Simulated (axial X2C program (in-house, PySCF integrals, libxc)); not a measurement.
**Curves of TmSH from open-shell CI on f13 s1**

Calculated with an in-house all-electron X2C program for linear molecules (integrals from PySCF): two-component X2C with atomic mean-field Coulomb and Gaunt terms, basis Tm dyall-v3z, S dyall-av3z, H dyall-v3z (cores contracted in-house). Orbitals come from Hartree–Fock averaged over the configuration Tm f13 s1; CI then distributes these electrons over the f, s shells of Tm.

Scan along the Tm–S bond with SH moving as one mass, its bond held at 1.340 Å; masses Tm 168.934 u, S 31.972 u, H 1.008 u. Energies in cm⁻¹ from the lowest point; levels are followed by energy order within each Ω. Lowest level at 2.601 Å: 100% f13 s1.

```csv
R (Å),(1)Ω=0,(1)Ω=1,(1)Ω=2,(2)Ω=0,(2)Ω=1,(1)Ω=3,(2)Ω=2
2.419,1296,1314,1378,1579,1605,1582,1757
2.510,289,315,402,572,618,627,805
2.601,0,29,131,283,342,365,547
2.705,293,325,434,576,643,668,855
2.809,1039,1071,1182,1323,1392,1411,1603
2.926,2220,2251,2361,2505,2573,2577,2776
3.069,3935,3965,4068,4222,4286,4267,4474
```

Task: Fit the curves (1)Ω=0, (1)Ω=1, (1)Ω=2, (2)Ω=0, (2)Ω=1, (1)Ω=3, (2)Ω=2 near their minima.

Result: From the open-shell CI curves, Te from the lowest:

```
 level  Te (cm⁻¹)  Re (Å)  ωe (cm⁻¹)
(1)Ω=0          0   2.601      275.0
(1)Ω=1         29   2.601      274.7
(1)Ω=2        131   2.599      273.8
(2)Ω=0        283   2.601      275.0
(2)Ω=1        342   2.600      274.4
(1)Ω=3        365   2.598      272.0
(2)Ω=2        546   2.597      272.5
```

Without dynamic correlation distances can be off by several hundredths of an Å (long for ionic bonds, short for multiple bonds) and the wavenumbers are rough.

The 7 lowest curves are shown; the next is (1)Ω=4, from 721 cm⁻¹.

Dynamic correlation is missing, so gaps between terms are too wide and other configurations may lie lower; the lowest level listed is that of this model, not necessarily the ground state. At most 4 roots were kept for each Ω > 0 (twice that for Ω = 0) within 2.2 eV of the lowest, so higher up levels can be missing between those listed; levels with Ω > 0 are doubly degenerate and listed once, Ω = 0 levels singly. The molecule was held linear; bending was not examined. Hydrosulfides and their kin are strongly bent in nature, so this linear model does not describe the real molecule.
